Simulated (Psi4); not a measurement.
ethylmethylamine (C₃H₉N), singlet, at a GFN2-xTB geometry. Base run: HF/6-31G* (Psi4).

Psi4 was given this input:
```
memory 2 GB

molecule mol {
0 1
  C    -1.874005   -0.074415    0.259266
  C    -0.479674   -0.523144   -0.153579
  N     0.484968    0.532568    0.091661
  C     1.838812    0.155772   -0.251606
  H    -2.129173    0.850176   -0.251081
  H    -2.606847   -0.834892    0.002449
  H    -1.917267    0.100445    1.332520
  H    -0.218663   -1.459618    0.374707
  H    -0.462663   -0.735245   -1.227576
  H     0.443269    0.803098    1.070759
  H     2.508141    0.981452   -0.016887
  H     1.885845   -0.036069   -1.324249
  H     2.191792   -0.746607    0.273242
}

set basis 6-31g*
set reference rhf

energy('scf')
print_variables()
```

The base run was repeated with changes; each row names its change, and settings that it needs were set with it.

```tsv
change	basis functions	E (Eh)	dipole (D)
base	78	-173.27576	1.07
basis = STO-3G	29	-171.19202	1.14
basis = 6-31G	?	?	?
basis = def2-SV(P)	74	-173.12683	1.06
basis = 6-31G**	105	-173.29173	1.05
basis = 6-311G**	126	-173.32466	1.02
basis = def2-SVPD	?	?	?
basis = 6-311+G(2d,p)	162	-173.33185	1.05
basis = aug-pcseg-1	?	?	?
basis = def2-TZVP	178	-173.34494	1.00
basis = def2-TZVPD	229	-173.34583	1.02
basis = cc-pVTZ	246	-173.34304	0.96
basis = def2-TZVPP	?	?	?
```

Q: Complete the blanks.

A: 
- basis = 6-31G, basis functions: 54
- basis = 6-31G, E (Eh): -173.19853
- basis = 6-31G, dipole (D): 1.32
- basis = def2-SVPD, basis functions: 152
- basis = def2-SVPD, E (Eh): -173.16451
- basis = def2-SVPD, dipole (D): 1.03
- basis = aug-pcseg-1, basis functions: 173
- basis = aug-pcseg-1, E (Eh): -173.24611
- basis = aug-pcseg-1, dipole (D): 1.01
- basis = def2-TZVPP, basis functions: 250
- basis = def2-TZVPP, E (Eh): -173.34851
- basis = def2-TZVPP, dipole (D): 0.99

Totals compare only among sets that treat the same electrons; sets with core potentials leave the core out.
